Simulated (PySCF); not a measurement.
Electric field gradients and quadrupole coupling constants

Compound: C₆H₁₀FN.
Structure used (GFN2-xTB), in Å, numbered top down from 1:
```xyz
18
C6H10FN angstrom
C     -2.6343   -0.0681    0.0564
C     -1.2981    0.4971   -0.4123
C     -0.1347   -0.4058   -0.0133
F     -0.2550   -1.6120   -0.6795
C      1.2395    0.1893   -0.3713
C      2.3817   -0.7474    0.0401
C      1.4035    1.4655    0.2836
N      1.5545    2.4643    0.8185
H     -3.4496    0.5640   -0.2852
H     -2.7797   -1.0687   -0.3438
H     -2.6687   -0.1200    1.1425
H     -1.1334    1.4854    0.0210
H     -1.3035    0.5944   -1.5005
H     -0.1768   -0.6507    1.0565
H      1.2699    0.3522   -1.4560
H      3.3389   -0.3401   -0.2770
H      2.3975   -0.8735    1.1209
H      2.2396   -1.7195   -0.4257
```

Field gradients from the PBE0/pcSseg-1 density (PySCF, non-relativistic), principal values in atomic units, ordered |Vxx| ≤ |Vyy| ≤ |Vzz|:

| atom | Vxx | Vyy | Vzz |
| --- | --- | --- | --- |
| N8 | 0.4620 | 0.5135 | -0.9754 |

Find the asymmetry η = (Vxx − Vyy)/Vzz and the couplings χ = eQV/h (234.96 MHz × Q in barn × V in au), with Q(14N) = 0.02044 b.

```
atom       environment  nucleus     η  χzz (MHz)  χxx (MHz)  χyy (MHz)
  N8  nitrile nitrogen      14N  0.05     -4.685      2.219      2.466
```

The tensor is traceless: Vxx + Vyy + Vzz = 0.

What is Vzz at N8 in SI units (1 au = 9.71736 × 10²¹ V/m²)?

-0.9754 au = -9.479 × 10²¹ V/m².

What couplings would deuterons (Q(2H) = 0.00286 b) have in place of the hydrogens, at this geometry?

```
atom  bonded to  bond length (Å)  Vzz (au)     η  χzz (kHz)
  H9         C1            1.087    0.3167  0.02        213
 H10         C1            1.087    0.3118  0.02        210
 H11         C1            1.088    0.3136  0.03        211
 H12         C2            1.092    0.2970  0.04        200
 H13         C2            1.093    0.3009  0.04        202
 H14         C3            1.098    0.2779  0.05        187
 H15         C5            1.097    0.2872  0.02        193
 H16         C6            1.087    0.3118  0.03        209
 H17         C6            1.088    0.3093  0.04        208
 H18         C6            1.087    0.3102  0.03        208
```

Geometry: GFN2-xTB, one conformer, isolated molecule. GFN2-xTB bond lengths can be off by several hundredths of an ångström, more for odd bonds, and the gradients follow them. The small basis limits the accuracy of the gradients.
